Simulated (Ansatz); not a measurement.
C2H4NO, SMILES NC(=O)[CH2], multiplicity 2.

Geometry optimised at PBE-D3(BJ)/def2-SVP. The isomer is the one that the SMILES or the coordinates give; other isomers of the formula were not compared. The values are those of a single conformer.

Two levels are set side by side: PBE/def2-SVPD (Ansatz, a first-principles code) and CAM-B3LYP/def2-SVPD (Ansatz). Energy differences of separate SCF runs at the same geometry; the states with an electron removed or added have multiplicity 1 and 1. Differences are taken from unrounded values.

```tsv
quantity	CAM-B3LYP	PBE	PBE minus CAM-B3LYP
vertical ionisation energy (eV)	9.95	9.60	-0.35
vertical electron affinity (eV)	1.06	1.02	-0.04
```
